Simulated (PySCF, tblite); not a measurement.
A set of runs on `C[Si@@H]1CC[Si@H](Br)O1`; the geometry of each is named by its level. Settings lines and outputs come from a driver script.

Species: C3H9BrOSi2.
Atom-mapped SMILES: `[CH3:1][Si@@H:2]1[CH2:3][CH2:4][Si@H:5]([Br:6])[O:7]1` (hydrogens: H8, H9, H10 on C1; H11 on Si2; H12, H13 on C3; H14, H15 on C4; H16 on Si5)

Step 1: GFN2-xTB geometry optimisation, gas phase (tblite 0.8.0) (from a force-field or distance-geometry start)
```json
{"job": {"kind": "relax", "xc": "GFN2-xTB", "basis": "xTB"}, "charge": 0, "multiplicity": 1}
```
```
step      E/eV     max force
  0    -618.46959    2.924
  1    -618.77053    1.734
  2    -618.88620    0.695
...
100    -619.38629    0.017
101    -619.38633    0.016
102    -619.38638    0.013
103    -619.38642    0.013
104    -619.38644    0.010
```

Energy lowered by 21.1 kcal/mol over 104 steps; largest atomic force 0.010 eV/Å at the end. «max force» is the largest atomic force in eV/Å.

Hardware: one thread, Arm Neoverse N1 (aarch64), shared host with 64 logical CPUs at a one-minute load of 60. Cost: 1.5 s of wall time.

Step 2: GFN2-xTB harmonic vibrations, gas phase (tblite 0.8.0) (on the GFN2-xTB geometry)
```json
{"job": {"kind": "ir", "xc": "GFN2-xTB", "basis": "xTB"}, "charge": 0, "multiplicity": 1}
```
```
(table of modes left out)
```

42 modes from 38 to 3061 cm⁻¹ (unscaled, harmonic); zero-point energy 72.2 kcal/mol; all wavenumbers are real at this level.

The run took 1.2 s wall on one thread, Arm Neoverse N1 (aarch64), no GPU, shared host with 64 logical CPUs at a one-minute load of 60.

Step 3: TDDFT CAM-B3LYP/def2-SVPD, vertical, gas phase, core orbitals frozen in the response (PySCF 2.14.0, density-fitted response routines) (on the GFN2-xTB geometry)
```json
{"job": {"kind": "uv", "xc": "CAM-B3LYP", "basis": "def2-SVPD", "nstates": 8, "ntriplets": 3}, "charge": 0, "multiplicity": 1}
```
```
...
Static polarisability (au): isotropic 103.314, principal 92.571 103.433 113.938
Singlet excitations
state   eV       nm        f      main configurations
  1   7.2850    170.2   0.04273   H->L+1 0.68, H->L 0.09
  2   7.5204    164.9   0.02646   H-1->L+1 0.55, H-1->L 0.15
  3   7.6028    163.1   0.00628   H->L 0.37, H->L+3 0.33
  4   7.7272    160.5   0.01883   H->L+2 0.36, H->L+3 0.15
  5   7.8258    158.4   0.00328   H->L 0.21, H->L+3 0.18, H-2->L+2 0.13
  6   7.9113    156.7   0.05774   H-1->L 0.18, H-1->L+3 0.12, H->L+2 0.12
  7   8.1140    152.8   0.03896   H-2->L 0.13, H-1->L+3 0.11, H-1->L 0.11
  8   8.1379    152.4   0.00926   H-2->L 0.16, H-3->L+3 0.12, H-1->L 0.12
Triplet excitations (Tamm-Dancoff, eV): 6.8617 7.1016 7.3405
```

HOMO -9.35 eV, LUMO 1.12 eV; lowest singlet 7.29 eV; lowest triplet 6.86 eV (Tamm–Dancoff); mean polarisability 103.3 au.

Hardware: x86-64 server, one thread, on a shared host. Cost: 78 s of wall time.

Geometry of the electronic-property runs (GFN2-xTB):
```
atom  x, y, z in Å
C1     2.394    0.652   -0.349
Si2    0.935   -0.067    0.606
C3    -0.203   -1.219   -0.413
C4    -1.660   -0.895   -0.043
Si5   -1.699    0.934    0.465
Br6   -2.073    2.242   -1.267
O7    -0.152    1.145    0.900
H8     2.089    1.081   -1.300
H9     2.877    1.435    0.226
H10    3.132   -0.117   -0.547
H11    1.245   -0.589    1.936
H12   -0.056   -1.021   -1.478
H13    0.001   -2.280   -0.270
H14   -2.340   -1.153   -0.856
H15   -1.959   -1.498    0.816
H16   -2.537    1.359    1.564
```

 (This holds for the electronic-property runs.)

One conformer stands for the species.
